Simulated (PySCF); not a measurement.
SMILES CO/C=C\c1ccco1 (C7H8O2) at its GFN2-xTB optimised geometry (Å):

```
17

C      0.2686    -3.4918    -0.0118
O      0.1738    -2.0875    -0.0081
C     -1.0861    -1.5840    -0.0036
C     -1.3559    -0.2737     0.0000
C     -0.3838     0.7846     0.0000
C      0.9899     0.7846     0.0000
C      1.3861     2.1401     0.0000
C      0.2361     2.8686     0.0002
O     -0.8381     2.0624     0.0002
H      1.3310    -3.7288    -0.0190
H     -0.2037    -3.9215    -0.9018
H     -0.1927    -3.9254     0.8820
H     -1.8909    -2.3105    -0.0032
H     -2.3875     0.0400     0.0028
H      1.6200    -0.0791     0.0001
H      2.3875     2.5201     0.0000
H      0.0553     3.9254     0.0002
```

Level of theory: CAM-B3LYP/def2-SVP (PySCF). Cells within 0.4 Å of a nucleus heavier than hydrogen are left out (blank, or x).

Map of the deformation density (molecule minus spherical neutral atoms) (e/bohr³) on the plane z = 0.0 Å:

```
|2222222222222222222222222|
|2222222222222222222222222|
|2222222222222222222222222|
|2222222222211122222222222|
|2222222222125211222222222|
|2222222222129411122222222|
|222222222210xx31211222222|
|222222222325389x951222222|
|2222222223xx005x421222222|
|2222222221260066112222222|
|22222221100x76x3112222222|
|22222211216x56x6212222222|
|222222159x830139212222222|
|222222124x500111122222222|
|2222222116900121222222222|
|2222222113x20322222222222|
|222222215936xx22222222222|
|2222222134102111222222222|
|2222222111103221222222222|
|222222222211xx93122222222|
|2222222222122152122222222|
|2222222222211111222222222|
|2222222222221122222222222|
|2222222222222222222222222|
|2222222222222222222222222|
```
Scale: ten equal steps from -0.030 (start of '0') to 0.102 (end of '9'), in the order '0123456789'; x runs from -6.00 to 6.00, y from -6.00 (bottom) to 6.00 (top).
